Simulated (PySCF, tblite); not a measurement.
Compound: CH7NOSSi3.
SMILES with atom numbers: `[N:1]#[C:2][SiH2:3][S:4][SiH2:5][O:6][SiH3:7]` (hydrogens: H8, H9 on Si3; H10, H11 on Si5; H12, H13, H14 on Si7)

Computed geometry: GFN2-xTB, gas phase.

Entries marked ? are missing. Bonds in one row agree within 0.01 Å.

| coordinate | value |
| --- | --- |
| N1≡C2 | ? |
| C2–Si3 | 1.867 Å |
| Si3–S4 | 2.139 Å |
| S4–Si5 | ? |
| Si5–O6 | ? |
| O6–Si7 | 1.633 Å |
| Si3–H8, Si3–H9 | 1.456 Å |
| Si5–H10, Si5–H11 | 1.453 Å |
| Si7–H12, Si7–H13, Si7–H14 | 1.460 Å |
| N1–C2–Si3 | 177.7° |
| C2–Si3–S4 | ? |
| Si3–S4–Si5 | ? |
| S4–Si5–O6 | 106.8° |
| Si5–O6–Si7 | ? |

Q: Fill in the missing values.

A: 
- N1≡C2 = 1.146 Å, drawn triple (cyano nitrogen to cyano carbon); 0.25 Å below the sum of covalent radii, 1.40 Å.
- S4–Si5 = 2.156 Å, drawn single (ends: sulfur bonded to 2 Si; oxygen-bound silicon); equal to the sum of covalent radii, 2.16 Å.
- Si5–O6 = 1.600 Å, drawn single (oxygen-bound silicon to siloxane oxygen); 0.17 Å below the sum of covalent radii, 1.77 Å.
- C2–Si3–S4 = 108.3°, at the SiH2 silicon; the outer atoms are 3.252 Å apart.
- Si3–S4–Si5 = 103.2°, at the sulfur bonded to 2 Si; the outer atoms are 3.366 Å apart.
- Si5–O6–Si7 = 158.8°, at the siloxane oxygen; the outer atoms are 3.178 Å apart.

Radii are Cordero's, carbon taken as 0.76, 0.73 or 0.69 Å for four, three, and two or fewer neighbours.

Its lowest GFN2-xTB frequency is 12 cm⁻¹, too small to tell a flat minimum from a shallow saddle. The numbers are those of one conformer (C2–Si3–S4–Si5 50°, Si3–S4–Si5–O6 179°, S4–Si5–O6–Si7 14°). 3 starts were optimised and ended at 0.00, 0.01 and 0.82 kcal/mol (GFN2-xTB); the lowest of these is shown.
